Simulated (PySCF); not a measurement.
# A small calculation by hand: oscillator strength and radiative lifetime

C3H3BFNO, SMILES N#C[C@@H]1COB1F.

The structure is a stationary point at B3LYP-D3(BJ)/def2-SVP. The structure was generated by enumeration; whether it is a known compound was not checked.

TDA-LC-ωPBE/def2-SVPD (PySCF) puts the first singlet state with f over 0.02 at 9.36 eV (vertical), with the transition dipole (0.190, 0.332, 0.049) in atomic units.

Question: Find the oscillator strength, the wavelength and the radiative lifetime that this transition would have in vacuum if emission retraced absorption.

Answer: 
|μ|² = 0.1487 au, so |μ| = 0.98 D. ΔE = 9.36/27.211 = 0.3440 hartree. f = (2/3) ΔE |μ|² = 0.034 (the program prints 0.034).
λ = 1239.84/9.36 = 132 nm; ν = 75493 cm⁻¹.
Einstein's coefficient A = 0.6670 ν² f s⁻¹ (ν in cm⁻¹) = 1.3e8 s⁻¹, so τ = 1/A = 7.7 ns. This state is S7; the lower singlets have f = 0.003, 0.013, 0.008, 0.016, 0.011, 0.003. The figure is the radiative limit of this one transition; relaxation, internal conversion, crossing to triplets and a medium change what is measured.
